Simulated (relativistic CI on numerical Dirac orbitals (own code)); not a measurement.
**What each ingredient does to the levels of Pt XII**

Base calculation: Dirac-Coulomb-Breit CI, separate exchange-only KLI orbitals for each configuration, QED by a radiative potential, unscaled Slater integrals.

CI space (outside the closed core [Kr] 4d10): 4f14.5s2.5p5, 4f13.5s2.5p6, 4f14.5s.5p6, 4f14.5s2.5p4.5d, 4f14.5s.5p5.5d, 4f14.5s2.5p4.5f, 4f13.5s2.5p5.5d, 4f14.5s2.5p4.5g, 4f14.5s2.5p4.6s, 4f14.5s.5p5.5f, 4f14.5p5.5d2, 4f13.5p6.5d2, 4f14.5p4.5d3, 4f14.5p4.5d2.5f, 4f13.5p5.5d3. Double excitations out of closed p, d and f shells are left out; levels of such configurations are missing from the list, as are those of other unlisted configurations, and high levels can miss mixing partners. Some configurations lack a partner that the ground configuration has and come out too high, among them 4f14.5s2.5p4.5g, 4f14.5s2.5p4.6s.

Variants: (1) QED terms removed; (2) one mean potential for all configurations. Shifts of the energy above 4f14.5s2.5p5 2P°_3/2, in cm⁻¹, for the lowest level and the first level of each name with at least 55 % of one term (blank where a level changes its place among those of its configuration and J or its character, or is not in the variant):

| Level | Base | Δ(1) | Δ(2) |
| --- | --- | --- | --- |
| 4f14.5s2.5p5 2P°_3/2 | 0 | 0 | 0 |
| 4f14.5s2.5p5 2P°_1/2 | 143629 | -114 | -1071 |
| 4f13.5s2.5p6 2F°_7/2 | 285366 | -586 | +7974 |
| 4f13.5s2.5p6 2F°_5/2 | 312337 | -690 | +8648 |
| 4f14.5s2.5p4.5d 4D_5/2 | 437731 | +268 | -1357 |
| 4f14.5s2.5p4.5d 2P_1/2 | 446667 | +359 | -1356 |
| 4f14.5s2.5p4.5d 4F_9/2 | 462046 | +224 | -1444 |
| 4f14.5s2.5p4.5d 4D_1/2 | 563592 | +161 | -2012 |
| 4f14.5s2.5p4.5d 2G_9/2 | 615484 | +104 | -2016 |
| 4f13.5s2.5p5.5d 4D_7/2 | 715484 | -295 | +10871 |
| 4f13.5s2.5p5.5d 4F_9/2 | 744270 | -301 | +10669 |
| 4f13.5s2.5p5.5d 4G_5/2 | 745067 | -397 | +11640 |
| 4f13.5s2.5p5.5d 4I_15/2 | 747728 | -351 | +11109 |
| 4f13.5s2.5p5.5d 4G_11/2 | 749119 | -314 | +10724 |

At this charge transitions that keep the count of f electrons are usually good to a few per cent. Levels and lines within the n = 5 or 6 shells can be off by up to 10 % or somewhat more, and those that change n by about 2 %, since core polarisation is missing. Levels that differ in their count of f electrons can be misplaced by several ten thousand cm⁻¹, since the correlation energy of f electrons is missing or only estimated; rates across such gaps can be off by orders of magnitude.

Ionisation energy from one configuration of each of the two ions, the ground ones as tabulated or assumed: base 238.926 eV. The NIST ASD value (theoretical) is 245 ± 12 eV.

LS names give the leading component of a level, which can be under half, so a name can repeat, a term be missing and a line seem to break the LS rules.
